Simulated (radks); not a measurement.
Values are calculated unless marked as measured or tabulated.
Problem. Neutral caesium, [Xe] 6s1. Level of theory: non-relativistic Kohn-Sham, exchange-only B88, spin-polarised, spherical densities, point nucleus (a radial shooting solver on a logarithmic mesh with Libxc functionals). Every spin shell is full or empty, so the densities are truly spherical. Functionals are evaluated on that one density, not self-consistently. Rank these exchange functionals by their error against the exact value of the orbitals, and give that value: LDA, revPBE, RPBE, PW86, OPTX, SOGGA, B86b, G96, EV93, r2SCAN, Tao-Mo, TASK.

Solution. Exact: -184.005 hartree. From best to worst, with 100 (|E| - |E exact|)/|E exact| (equal figures are ties): B86b -0.02, r2SCAN -0.14, PW86 -0.24, RPBE -0.26, revPBE -0.31, G96 +0.35, EV93 -0.38, Tao-Mo -0.83, OPTX +1.30, TASK -2.21, SOGGA -2.22, LDA -4.69.
